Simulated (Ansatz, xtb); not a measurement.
Relative energy of two isomers of C5H9BrO

Structure a is `O[C@@H]1CC[C@H](Br)C1`, a singlet and structure b is `CCCCC(=O)Br`, a singlet. Both are isolated molecules in the gas phase, relaxed with r2SCAN-D4/def2-SVP; each stands in its lowest conformer found.

Estimate which is lower in electronic energy at CCSD(T)/def2-SVP + ΔMP2/def2-TZVPP, and by roughly how much.

The CCSD(T)/def2-SVP + ΔMP2/def2-TZVPP calculation puts structure b lower, by 2.8 kcal/mol.

The same difference at several levels:

```tsv
level	geometry	E(b) − E(a) (kcal/mol)	departure from the last row (kcal/mol)	job, with rough time for the two
GFN2-xTB	GFN2-xTB	+6.6	+9.4	optimisation, 0.15 s
HF/STO-3G	GFN2-xTB	+13.4	+16.2	single point, 0.44 s
r2SCAN-D4/def2-SVP//GFN2-xTB	GFN2-xTB	−7.9	−5.1	single point, 4.2 s
r2SCAN-D4/def2-SVP	r2SCAN-D4/def2-SVP	−8.1	−5.3	optimisation, 44 s
HF/def2-SVP	r2SCAN-D4/def2-SVP	−7.4	−4.6	part of the CCSD(T) run
MP2/def2-SVP	r2SCAN-D4/def2-SVP	−7.1	−4.3	part of the CCSD(T) run
CCSD(T)/def2-SVP	r2SCAN-D4/def2-SVP	−7.6	−4.9	single point
CCSD(T)/def2-SVP + ΔMP2/def2-TZVPP	r2SCAN-D4/def2-SVP	−2.8		single point, 2.1 min
```

As drawn, b has 1 C=O, 1 C–H in place of 1 C–O, 1 C–C, 1 O–H. Structure a has a 5-membered ring, b no ring.

GFN2-xTB, HF/STO-3G put the two in the other order. The largest departure from CCSD(T)/def2-SVP + ΔMP2/def2-TZVPP is that of HF/STO-3G, 16.2 kcal/mol. The last row adds to CCSD(T) the change of the MP2 difference between the two basis sets, here +4.9 kcal/mol, a large step that makes the value less sure.

With thermal terms from frequencies at re-optimised GFN2-xTB minima (ideal gas, soft modes damped towards free rotors, one conformer each, 298.15 K, 1 atm): the zero-point term adds −1.6 kcal/mol; ΔH is −3.3 and ΔG −5.9 kcal/mol.

The correlated steps freeze 15 core orbitals; the filled d shell of Br is correlated, in a basis made for valence electrons. Mirror images aren't counted in ΔG. Codes used: Ansatz 0.2.0, xtb 6.7.1; the last row on 4 threads of Arm Neoverse V2 on a shared host.
